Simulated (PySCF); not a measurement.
carbazole (C12H9N), SMILES c1ccc2c(c1)[nH]c1ccccc12. Heavy atoms are numbered as in [cH:1]1[cH:2][cH:3][c:4]2[c:5]([cH:6]1)[nH:7][c:8]1[cH:9][cH:10][cH:11][cH:12][c:13]21. Hydrogens are named by the atom that carries them.

Geometry: B3LYP-D3(BJ)/def2-SVP.

Level of theory: HF/pcSseg-1 (PySCF).

GIAO shieldings, no solvent; atoms alike by connectivity are averaged. δ = σ(ref) − σ: ¹³C against TMS (σ = 192.6 ppm); ¹⁵N against NH3 (σ = 267.3 ppm); ¹H against TMS (σ = 31.99 ppm), references at their B3LYP-D3(BJ)/def2-TZVP geometries, non-relativistic.

| nucleus | atoms | count | δ (ppm) |
|---|---|---|---|
| ¹³C | C5 | 2 | 151.2 |
| ¹³C | C1 (CH) | 2 | 138.8 |
| ¹³C | C3 (CH) | 2 | 133.4 |
| ¹³C | C4 | 2 | 130.6 |
| ¹³C | C2 (CH) | 2 | 127.0 |
| ¹³C | C6 (CH) | 2 | 116.6 |
| ¹⁵N | N7 (NH) | 1 | 115.5 |
| ¹H | H on C3 | 2 | 8.91 |
| ¹H | H on C1 | 2 | 8.06 |
| ¹H | H on C6 | 2 | 7.81 |
| ¹H | H on C2 | 2 | 7.74 |
| ¹H | H on N7 | 1 | 7.34 |
